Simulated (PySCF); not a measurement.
## A search over the determinants of ZnBr

Unrestricted PBE0; PySCF, no relativity, basis sets Zn def2-TZVPPD, Br def2-TZVPPD. Outer shells of the fragments: Zn 3d10 4s2; Br 3d10 4s2 4p5.

Followed along the bond (rough minima from three points):

| 2Ms+1 | unpaired | ⟨S²⟩ at the start | R at minimum (Å) | Te (eV) |
| --- | --- | --- | --- | --- |
| 2 | σ ↑ | 0.75 | 2.31 | 0.00 |
| 4 | σ ↑, π ↑↑ | 3.76 | none in the scan | ≤ 5.53 |

Solutions found at the starting distance of 2.305 Å, counted from the lowest of them; the search is not exhaustive and high or unbound solutions are not listed, so other states can lie among these:

```csv
2Ms+1,unpaired,term,E (eV),⟨S²⟩,⟨Lz²⟩,μ (D)
2,σ ↑,²Σ⁺,0.00,0.75,0.00,-2.68
2,π ↑,²Π,3.44,0.75,1.01,3.44
2,π ↑,²Π,3.81,0.77,1.00,-2.37
4,"σ ↑, π ↑↑",mixed,5.79,3.76,2.01,3.26
4,"σ ↑, π ↑↑",mixed,5.96,3.75,2.01,3.45
4,"σ ↑↑, π ↑",⁴Π,6.98,3.76,1.01,2.33
```

A term symbol is given only where ⟨S²⟩ and ⟨Lz²⟩ are close to those of a pure state; real π, δ and φ orbitals otherwise mix terms. A positive dipole means Zn(−)Br(+).

Spin–orbit coupling is left out. Counting both spins, an empty level lies below a filled one in some of these solutions, because spin and occupation are held.
